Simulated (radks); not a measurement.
Values are calculated unless marked as measured or tabulated.
Numerical settings for neutral krypton, [Kr]. Level of theory: scalar-relativistic Kohn-Sham, BLYP, spin-unpolarised, spherical densities, finite nucleus; Fermi nuclear charge, rms radius 4.1884 fm (a radial shooting solver on a logarithmic mesh with Libxc functionals). The defaults (mesh step 0.008 in ln r, mesh end at 40 bohr or more with all orbitals vanishing there, Anderson mixing 0.5 over 9 steps, residual threshold near 1e-9 with the energy settled to 1e-9 hartree or 1e-11 of itself, here a cap of 94 iterations) give E = -2790.6896 hartree and 4p at -9.093 eV in 16 iterations. Run on one thread of a shared host, so times are rough (Intel(R) Xeon(R) 6975P-C): 0.08 s of CPU time, 0.08 s wall, 16 iterations on 2381 mesh points. Changes against that run (0 stands for a change within the tolerance of the run):

| setting | iterations | converged | E (mhartree) | e(4p) (meV) | CPU (s) |
|---|---|---|---|---|---|
| mesh step in ln r 0.08 | 14 | yes | +0.138 | 0 | 0.01 |
| mesh step in ln r 0.12 | 4 | no | diverged | - | 0.01 |
| mesh step in ln r 0.05 | 14 | yes | +0.00598 | 0 | 0.02 |
| mesh end (bohr) 12 | 16 | yes | +0.000451 | +0.0604 | 0.07 |
| mesh end (bohr) 1 | 94 | level above zero | +1.33e+05 | +4.99e+05 | 0.44 |
| residual threshold 0.1 | 9 | yes | -0.000135 | +1.78 | 0.05 |
| residual threshold 1e-13 | 94 | no | 0 | 0 | 0.2 |
| mixing 1 | 15 | yes | 0 | 0 | 0.07 |
| linear mixing, mixing 0.5 | 53 | no | diverged | - | 0.16 |
| linear mixing, mixing 0.05 | 94 | no | +0.342 | -40.4 | 0.38 |
| mixing history 20 | 23 | yes | 0 | 0 | 0.1 |
| iteration cap 2 | 2 | no | +325 | -8.67e+03 | 0.02 |

Settled on a wrong energy, with an occupied level pushed above zero by the early mesh end: mesh end (bohr) 1 (+133 hartree). Apart from these: no run marked as converged misses the energy by more than 1 mhartree. A mesh that ends early acts as a hard wall.
